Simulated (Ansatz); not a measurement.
GeH3N (SMILES [NH2][GeH]) moved off its minimum; all values from Ansatz (a first-principles code), cores frozen in correlated methods.
(charge 0, multiplicity 1)
```xyz
5

Ge    -0.20779     0.13555     0.27830
H     -0.58383     1.17290    -0.66693
N      0.42168    -0.82464    -0.90562
H      0.68275    -0.77300    -1.89204
H      0.87070    -1.86117    -0.64329
```

```json
[
 {"level": "HF/def2-TZVPP", "largest force (eV/Å)": "11.61", "on atom": "N3", "rms difference from CCSD(T)/aug-cc-pVTZ (eV/Å)": "0.435", "dipole (D)": "2.21"},
 {"level": "PBE/def2-TZVPP", "largest force (eV/Å)": "9.93", "on atom": "N3", "rms difference from CCSD(T)/aug-cc-pVTZ (eV/Å)": "0.248", "dipole (D)": "2.30"},
 {"level": "r2SCAN/def2-TZVPP", "largest force (eV/Å)": "10.01", "on atom": "N3", "rms difference from CCSD(T)/aug-cc-pVTZ (eV/Å)": "0.255", "dipole (D)": "2.35"},
 {"level": "B3LYP/def2-TZVPP", "largest force (eV/Å)": "10.39", "on atom": "N3", "rms difference from CCSD(T)/aug-cc-pVTZ (eV/Å)": "0.115", "dipole (D)": "2.20"},
 {"level": "wB97M-V/def2-TZVPP", "largest force (eV/Å)": "10.39", "on atom": "N3", "rms difference from CCSD(T)/aug-cc-pVTZ (eV/Å)": "0.184", "dipole (D)": "2.21"},
 {"level": "MP2/aug-cc-pVTZ", "largest force (eV/Å)": "10.76", "on atom": "N3", "rms difference from CCSD(T)/aug-cc-pVTZ (eV/Å)": "0.054", "dipole (D)": "2.27"},
 {"level": "CCSD(T)/aug-cc-pVTZ", "largest force (eV/Å)": "10.71", "on atom": "N3", "rms difference from CCSD(T)/aug-cc-pVTZ (eV/Å)": "0.000", "dipole (D)": "2.23"}
]
```

The differences count from one level among others, with limits of its own. Forces at CCSD(T)/aug-cc-pVTZ (eV/Å):

| atom | Fx | Fy | Fz |
|---|---|---|---|
| Ge1 | -1.980 | 1.973 | 6.249 |
| H2 | -0.741 | 2.253 | -1.692 |
| N3 | 4.916 | -8.460 | -4.356 |
| H4 | -0.575 | 0.666 | 0.296 |
| H5 | -1.620 | 3.568 | -0.498 |
